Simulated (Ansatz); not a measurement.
Compare A (`BC(F)[SiH2][SiH3]`) with its isomer B (`CB[SiH2][SiH2]F`).

Calculated with Ansatz (gas phase, PBE0-D4/def2-TZVP geometries, no zero-point term in ΔE). CCSD(T)/CBS adds triple-zeta CCSD(T) − MP2 to the extrapolated MP2 energy (def2 sets, frozen cores). DFT in def2-TZVPP. Each species was taken in one conformer, which may not be the lowest.

Question: Which isomer does CCSD(T)/CBS put lower? Give the gap. (Estimate.)

Answer: Ansatz gave: B, by 51.8 kcal/mol.

Question: Give E(B) − E(A) in kcal/mol with PBE0-D4, B2PLYP, CCSD/def2-TZVPP, PBE-D4, HF/def2-TZVPP, MP2/def2-TZVPP, ωB97M-V. (An estimate is asked.)

Answer: Computed: PBE0-D4 -49.1, B2PLYP -51.2, CCSD/def2-TZVPP -51.7, PBE-D4 -47.3, HF/def2-TZVPP -53.9, MP2/def2-TZVPP -52.4, ωB97M-V -48.7. None reverses the order clearly.

Largest T1 diagnostic: 0.014.

The D4 term adds +0.8 kcal/mol with B3LYP and +0.4 kcal/mol with PBE0; it sums over pairs of atoms, weighted by their polarisabilities, and B3LYP, whose exchange is more repulsive, gets the larger term. From PBE to PBE0 (25 % exact exchange), in def2-TZVPP and without D4, E(B) − E(A) moves by −1.7 kcal/mol.

B3LYP here is the variant with VWN-RPA as its local correlation; programs differ in this.
